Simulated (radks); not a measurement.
N3-, configuration [Ne]. Calculated with a radial shooting solver on a logarithmic mesh with Libxc functionals: non-relativistic Kohn-Sham, LDA (Slater exchange, Perdew-Wang correlation), spin-polarised, spherical densities, point nucleus; Watson sphere of charge +2.94 and radius 3.58 bohr. Some entries of the table are withheld. Estimate them.

orbital  occ.  eigenvalue (eV)  <r> (bohr)  <1/r> (bohr^-1)
1s          2              (1)      0.2313            6.593
2s          2         -13.4889       1.467              (2)
2p          6              (3)       2.397              (4)

Answer. 
(1) 1s eigenvalue (eV): -374.8025
(2) 2s <1/r> (bohr^-1): 1.018
(3) 2p eigenvalue (eV): -3.6137
(4) 2p <1/r> (bohr^-1): 0.6683
